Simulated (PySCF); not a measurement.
3-bromobuta-1,2-diene (C4H5Br), SMILES C=C=C(C)Br. Atoms are numbered in the order given.

```xyz
10

C     -0.9564    -2.7271     0.0000
C     -0.2235    -1.6415     0.0000
C      0.5188    -0.5657     0.0000
C      2.0170    -0.4975     0.0000
Br    -0.3652     1.1548     0.0000
H     -1.2781    -3.1999    -0.9357
H     -1.2781    -3.1999     0.9357
H      2.3805     0.0428    -0.8887
H      2.3805     0.0428     0.8887
H      2.4426    -1.5116     0.0000
```

Coordinates come from a B3LYP-D3(BJ)/def2-SVP optimisation.

Level of theory: PBE/def2-TZVP (PySCF).

ESP charges are fitted to the potential on shells at 1.4 to 2.0 van der Waals radii. Atomic charges (e):

```csv
atom,Löwdin,ESP fit
C1,-0.19,-0.52
C2,-0.10,0.09
C3,-0.42,0.08
C4,-0.29,-0.46
Br5,0.31,-0.11
H6,0.14,0.22
H7,0.14,0.22
H8,0.14,0.16
H9,0.14,0.16
H10,0.14,0.17
```

Computed Mayer and Wiberg (Löwdin basis) orders of the bonds:
```json
[
 {"bond": "C1–C2", "Mayer": "1.94", "Wiberg": "2.16"},
 {"bond": "C2–C3", "Mayer": "1.80", "Wiberg": "1.99"},
 {"bond": "C3–C4", "Mayer": "0.98", "Wiberg": "1.29"},
 {"bond": "C3–Br5", "Mayer": "1.10", "Wiberg": "1.48"},
 {"bond": "C1–H6", "Mayer": "0.93", "Wiberg": "0.87"},
 {"bond": "C1–H7", "Mayer": "0.93", "Wiberg": "0.87"},
 {"bond": "C4–H8", "Mayer": "0.95", "Wiberg": "0.89"},
 {"bond": "C4–H9", "Mayer": "0.95", "Wiberg": "0.89"},
 {"bond": "C4–H10", "Mayer": "0.96", "Wiberg": "0.88"}
]
```
